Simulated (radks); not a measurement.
Species: Tb LXIV. Configuration: [He].

Calculated with a radial shooting solver on a logarithmic mesh with Libxc functionals: non-relativistic Kohn-Sham, LDA (Slater exchange, Perdew-Wang correlation), spin-unpolarised, spherical densities, point nucleus; relativity is left out, which matters for an element this heavy.

Energy parts (hartree):
part                      energy
total                 -4179.0568
kinetic                4178.8042
electron-nucleus      -8403.6556
Hartree                  80.7365
exchange-correlation    -34.9420

Orbitals (lengths in bohr, moments of r in powers of bohr; <r^-3> diverges for s and p1/2):
orbital  occ.  eigenvalue (hartree)  <r^-3>      <r^4>  <1/r>
1s          2             -2054.942       -  1.301e-06  64.64

The highest occupied level is 1s at -55918 eV. For comparison, the ionisation energy in NIST's Atomic Spectra Database is 59741.1 eV (theoretical). In exact Kohn-Sham theory the highest level is minus the ionisation energy, but local and semilocal functionals leave it too shallow, through self-interaction and a potential that decays too fast; potentials with the right tail come closer.
